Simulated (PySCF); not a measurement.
BiBr$_{2}$ (SMILES [Br][Bi][Br]), doublet, geometry from GFN2-xTB (such geometries of metal compounds can be far from the true shape) (the spin is typed, not shown lowest) (core potentials on Bi); M062X/def2-SV(P) run with PySCF.

Input for PySCF:
```python
from pyscf import gto, scf, dft

mol = gto.M(
    atom='''
Bi    0.687662    0.361527    0.230007
Br   -1.163655    1.022137   -1.511829
Br   -0.467088   -1.879472    0.966383
''',
    basis='def2-sv(p)',
    ecp={'Bi': 'def2-sv(p)'},
    charge=0,
    spin=1,
    verbose=4,
)

mf = dft.UKS(mol)
mf.xc = 'm062x'
mf.kernel()
mf.analyze()
```

Output, abridged:

```
PySCF version 2.14.0

[INPUT] verbose = 4
[INPUT] num. atoms = 3
[INPUT] num. electrons = 93
[INPUT] charge = 0
[INPUT] spin (= nelec alpha-beta = 2S) = 1
[INPUT] symmetry False subgroup None
[INPUT] Mole.unit = angstrom
[INPUT] Symbol           X                Y                Z      unit          X                Y                Z       unit  Magmom
[...]
nuclear repulsion = 491.512720331062
number of shells = 34
number of NR pGTOs = 209
number of NR cGTOs = 90
basis = def2-sv(p)
ecp = {'Bi': 'def2-sv(p)'}

******** <class 'pyscf.dft.uks.UKS'> ********
method = UKS
initial guess = minao
damping factor = 0
level_shift factor = 0
DIIS = <class 'pyscf.scf.diis.CDIIS'>
diis_start_cycle = 1
diis_space = 8
diis_damp = 0
SCF conv_tol = 1e-09
SCF conv_tol_grad = None
SCF max_cycles = 50
direct_scf = True
direct_scf_tol = 1e-13
number electrons alpha = 47  beta = 46
XC library pyscf.dft.libxc version 7.1.2
    S. Lehtola, C. Steigemann, M. J. T. Oliveira, and M. A. L. Marques,  SoftwareX 7, 1–5 (2018)
XC functionals = m062x
    Y. Zhao and D. G. Truhlar,  Theor. Chem. Acc. 120, 215 (2008)
    Y. Zhao and D. G. Truhlar,  Theor. Chem. Acc. 120, 215 (2008)
radial grids:
    Treutler-Ahlrichs [JCP 102, 346 (1995); DOI:10.1063/1.469408] (M4) radial grids

becke partition: Becke, JCP 88, 2547 (1988); DOI:10.1063/1.454033
pruning grids: <function nwchem_prune>
grids dens level: 3
symmetrized grids: False
atomic radii adjust function: <function treutler_atomic_radii_adjust>
small_rho_cutoff = 0
Set gradient conv threshold to 3.16228e-05
tot grids = 64296
init E= -5333.57091093898

cycle= 1 E= -5360.54615955375  delta_E=  -27  |g|= 1.61  |ddm|= 9.25
cycle= 2 E= -5360.62175737579  delta_E= -0.0756  |g|= 1.82  |ddm|= 5.16
cycle= 3 E= -5362.31133344844  delta_E= -1.69  |g|= 0.238  |ddm|= 2.43
cycle= 4 E= -5362.35305963839  delta_E= -0.0417  |g|= 0.0393  |ddm|= 0.503
cycle= 5 E= -5362.35394212772  delta_E= -0.000882  |g|= 0.00863  |ddm|= 0.0603
cycle= 6 E= -5362.35408332649  delta_E= -0.000141  |g|= 0.00325  |ddm|= 0.0315
cycle= 7 E= -5362.35410452695  delta_E= -2.12e-05  |g|= 0.00194  |ddm|= 0.0104
cycle= 8 E= -5362.35411170521  delta_E= -7.18e-06  |g|= 0.000648  |ddm|= 0.00681
cycle= 9 E= -5362.3541133418  delta_E= -1.64e-06  |g|= 0.000262  |ddm|= 0.00369
cycle= 10 E= -5362.354113565  delta_E= -2.23e-07  |g|= 0.000129  |ddm|= 0.00127
cycle= 11 E= -5362.35411363076  delta_E= -6.58e-08  |g|= 3.46e-05  |ddm|= 0.00098
[...]
converged SCF energy = -5362.35411363489  <S^2> = 0.7591802  2S+1 = 2.0091592
Total Energy =                       -5362.354113634890382
[...]
spin_pop of  0 Bi 6dxz      0.00653
spin_pop of  0 Bi 6dx2-y2    0.00753
spin_pop of  1 Br 1s        0.00000
spin_pop of  1 Br 2s        0.00000
spin_pop of  1 Br 3s       -0.00001
spin_pop of  1 Br 4s       -0.00002
spin_pop of  1 Br 5s        0.00144
spin_pop of  1 Br 2px      -0.00000
spin_pop of  1 Br 2py       0.00000
spin_pop of  1 Br 2pz       0.00000
spin_pop of  1 Br 3px      -0.00000
spin_pop of  1 Br 3py       0.00000
spin_pop of  1 Br 3pz       0.00000
spin_pop of  1 Br 4px      -0.00766
spin_pop of  1 Br 4py       0.00437
spin_pop of  1 Br 4pz       0.00188
spin_pop of  1 Br 5px       0.00144
spin_pop of  1 Br 5py       0.00088
spin_pop of  1 Br 5pz       0.00219
spin_pop of  1 Br 3dxy      0.00000
spin_pop of  1 Br 3dyz      0.00000
spin_pop of  1 Br 3dz^2     0.00000
spin_pop of  1 Br 3dxz      0.00000
spin_pop of  1 Br 3dx2-y2    0.00000
spin_pop of  1 Br 4dxy      0.00092
spin_pop of  1 Br 4dyz      0.00026
spin_pop of  1 Br 4dz^2     0.00245
spin_pop of  1 Br 4dxz      0.00089
spin_pop of  1 Br 4dx2-y2    0.00038
spin_pop of  1 Br 5dxy      0.00006
spin_pop of  1 Br 5dyz      0.00002
spin_pop of  1 Br 5dz^2     0.00016
spin_pop of  1 Br 5dxz      0.00007
spin_pop of  1 Br 5dx2-y2    0.00003
spin_pop of  2 Br 1s        0.00000
spin_pop of  2 Br 2s        0.00000
spin_pop of  2 Br 3s       -0.00001
spin_pop of  2 Br 4s       -0.00001
spin_pop of  2 Br 5s        0.00116
spin_pop of  2 Br 2px       0.00000
spin_pop of  2 Br 2py      -0.00000
spin_pop of  2 Br 2pz       0.00000
spin_pop of  2 Br 3px       0.00000
spin_pop of  2 Br 3py      -0.00000
spin_pop of  2 Br 3pz       0.00000
spin_pop of  2 Br 4px       0.00064
spin_pop of  2 Br 4py      -0.01382
spin_pop of  2 Br 4pz       0.01176
spin_pop of  2 Br 5px       0.00108
spin_pop of  2 Br 5py       0.00145
spin_pop of  2 Br 5pz       0.00175
spin_pop of  2 Br 3dxy     -0.00000
spin_pop of  2 Br 3dyz      0.00000
spin_pop of  2 Br 3dz^2     0.00000
spin_pop of  2 Br 3dxz      0.00000
spin_pop of  2 Br 3dx2-y2   -0.00000
spin_pop of  2 Br 4dxy      0.00064
spin_pop of  2 Br 4dyz      0.00110
spin_pop of  2 Br 4dz^2     0.00056
spin_pop of  2 Br 4dxz      0.00080
spin_pop of  2 Br 4dx2-y2    0.00168
spin_pop of  2 Br 5dxy      0.00005
spin_pop of  2 Br 5dyz      0.00008
spin_pop of  2 Br 5dz^2     0.00003
spin_pop of  2 Br 5dxz      0.00005
spin_pop of  2 Br 5dx2-y2    0.00010
In total            47.00000 | 46.00000
Dipole moment(X, Y, Z, Debye):  3.72958,  1.96019,  1.24727
```
